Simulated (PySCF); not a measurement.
LDA on S (sulfur, neutral), [Ne] 3s1 3p4 3d1, one real determinant (an excited configuration). All numbers are calculated (PySCF 2.14, the non-relativistic Hamiltonian (point nucleus), in aug-cc-pwCVTZ (8s7p5d3f, 75 functions)).

```
cycle= 1 E= -396.048417032397  delta_E= -0.0206  |g|= 0.0379  |ddm|= 0.335
cycle= 2 E= -396.048585089673  delta_E= -0.000168  |g|= 0.0127  |ddm|= 0.0691
cycle= 3 E= -396.048666512391  delta_E= -8.14e-05  |g|= 0.00635  |ddm|= 0.0361
cycle= 4 E= -396.048683966116  delta_E= -1.75e-05  |g|= 0.000292  |ddm|= 0.00978
cycle= 5 E= -396.048683988299  delta_E= -2.22e-08  |g|= 1.59e-05  |ddm|= 0.000552
cycle= 6 E= -396.048683988525  delta_E= -2.26e-10  |g|= 1.42e-06  |ddm|= 6.42e-05
converged SCF energy = -396.048683988525  <S^2> = 6.0038653  2S+1 = 5.0015459
```

Highest occupied orbital energy: 1.120 eV; ⟨L²⟩ = 8.01; populations by l: s 5.00, p 10.00, d 1.00, f 0.00.

Question: Can this result be used?

Answer: Not for this state. The run converged. ⟨L²⟩ = 8.01 against 12 for a pure F term, so this real determinant mixes terms. The outer electron is Rydberg-like, and this basis confines it to a smaller radius and binds it less than a complete one would. At LDA the highest occupied level has a positive energy, so only the finite basis holds that electron; for this excited configuration the basis is too tight for the outer shell.
